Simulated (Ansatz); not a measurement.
Species: sum formula SiHS₂Cl₂, net charge -1, singlet state. It need not be the lowest isomer of its formula. Whether it binds its extra electron was not tested at this geometry. 
Structure (B3LYP-D3(BJ)/def2-TZVP (Ansatz, a program for electronic structure) minimum search):
```
Si
S 1 1.9920
Cl 1 2.1284 2 118.00
Cl 1 2.1320 2 115.58 3 118.11
S 1 2.1899 2 116.71 4 122.82
H 5 1.3422 1 92.07 2 -23.66
```
Charge -1, spin multiplicity 1.

Total electronic energies in hartree. Valence correlation only, unless marked. No spin-orbit coupling. Non-relativistic. CBS(X,Y): correlation extrapolated as X^-3; Hartree-Fock from the larger set.

```json
[
 {"level": "HF/cc-pVTZ", "program": "Ansatz", "energy (Eh)": "-2003.91196"},
 {"level": "RI-HF/aug-cc-pV(Q+d)Z", "program": "Ansatz", "energy (Eh)": "-2003.93926"},
 {"level": "PBE-D3(BJ)/def2-TZVPD", "program": "Ansatz + dftd3", "energy (Eh)": "[?]"},
 {"level": "r2SCAN-D3(BJ)/def2-TZVPD", "program": "Ansatz + dftd3", "energy (Eh)": "[?]"},
 {"level": "B3LYP-D4/def2-TZVPD", "program": "Ansatz + dftd4", "energy (Eh)": "-2007.30961"},
 {"level": "BHLYP/def2-TZVPD", "program": "Ansatz", "energy (Eh)": "-2007.20333"},
 {"level": "HSE06-D4/def2-TZVPD", "program": "Ansatz + dftd4", "energy (Eh)": "[?]"},
 {"level": "RI-MP2/cc-pV(Q+d)Z", "program": "Ansatz", "energy (Eh)": "-2004.87182"},
 {"level": "SCS-MP2/aug-cc-pV(D+d)Z", "program": "Ansatz", "energy (Eh)": "-2004.52829"},
 {"level": "CCSD/aug-cc-pV(T+d)Z", "program": "Ansatz", "energy (Eh)": "-2004.85409"},
 {"level": "CCSD/cc-pV(T+d)Z", "program": "Ansatz", "energy (Eh)": "-2004.82863"},
 {"level": "CCSD(T)/6-31G*", "program": "Ansatz", "energy (Eh)": "-2004.37693"},
 {"level": "CCSD(T)/aug-cc-pV(D+d)Z", "program": "Ansatz", "energy (Eh)": "-2004.63393"},
 {"level": "CCSD(T)/aug-cc-pV(Q+d)Z", "program": "Ansatz", "energy (Eh)": "-2004.98717"},
 {"level": "CCSD(T)/CBS(aug-cc-pV(T+d)Z,aug-cc-pV(Q+d)Z)", "program": "Ansatz", "energy (Eh)": "-2005.0378"}
]
```

Task: What belongs in the gaps?

Result: 
- PBE-D3(BJ)/def2-TZVPD, energy (Eh): -2006.36004
- r2SCAN-D3(BJ)/def2-TZVPD, energy (Eh): -2007.08053
- HSE06-D4/def2-TZVPD, energy (Eh): -2006.48742
